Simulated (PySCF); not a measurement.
Tetrafluoroborate, BF₄ (anion, charge -1), SMILES [B-](F)(F)(F)F at its B3LYP/def2-SVP optimised geometry (Å):

```
5

F     -0.9381    -0.9937    -1.1495
B     -0.4689    -0.3315     0.0000
F     -0.9375    -0.9958     1.1492
F      0.9381    -0.3315     0.0000
F     -0.9373     0.9958     0.0000
```

Computed with PySCF with B3LYP/def2-TZVPD. Cells within 0.4 Å of a nucleus heavier than hydrogen are left out (blank, or x).

Map of the log10 of the electron density (e/bohr³), floored at −4 on the plane z = 0.0 Å:

```
|000000001110000000000000000|
|000001112222110000000000000|
|000012233333221100000000000|
|000123344444332110000000000|
|001234455555443210000000000|
|012344567776544321100000000|
|012345678887654322111000000|
|023456789x98765433222110000|
|12345689xxx9865443333211000|
|12345689xxx9865555444322100|
|12345679xxx9766566655432100|
|012356789998766777766543210|
|012345678888777889887543210|
|0123445677xx87899xx97654210|
|0123345667xxx889xxx98654310|
|0123345667xxx889xxx98654310|
|01233456677x77889x987653210|
|012344566777777788876543210|
|012334566666666677766543210|
|012234556666555566655432100|
|001234455555544444444321100|
|001223444444433333333211000|
|000122334443332222222110000|
|000112233333222111111000000|
|000001122222211000000000000|
|000000111111100000000000000|
|000000000000000000000000000|
```
Scale: ten equal steps from -4.00 (start of '0') to -0.080 (end of '9'), in the order '0123456789'; x runs from -3.00 to 3.00, y from -3.00 (bottom) to 3.00 (top).
